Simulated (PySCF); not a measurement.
# Zr(35+): ionisation energy

Zr(35+) [He] 2s2 2p1 (2P) → Zr(36+) [He] 2s2 (1S), as a difference of total energies. All numbers are calculated (PySCF 2.14, no relativity, point nucleus, in an uncontracted even-tempered set (17 s from 12 bohr⁻², ratio 2.2; 11 p from 15 bohr⁻², ratio 2.2; 6 d from 61 bohr⁻², ratio 2.4; 5 f from 92 bohr⁻², ratio 2.4; 4 g from 140 bohr⁻², ratio 2.4)). Correlated levels: nothing frozen; virtual orbitals above 40 to 60 times the deepest correlated orbital energy dropped. The calculations carry no spin-orbit coupling.

```
                 method  ionisation energy (eV)
                    UHF                  4636.2
                    LDA                  4631.9
                    PBE                  4637.2
                   PBE0                  4637.1
                 r2SCAN                  4638.8
                    M06                  4636.6
                  B3LYP                  4638.2
    MP2 (all electrons)                  4634.7
SCS-MP2 (all electrons)                  4634.2
```

A first-order spin-orbit estimate (lowest level to lowest level, LS coupling) adds 57.679 eV.

The gap to the reference is mostly relativistic.

For comparison: 4744 ± 3 eV (semi-empirical (NIST evaluation); NIST Atomic Spectra Database, ionization energies).
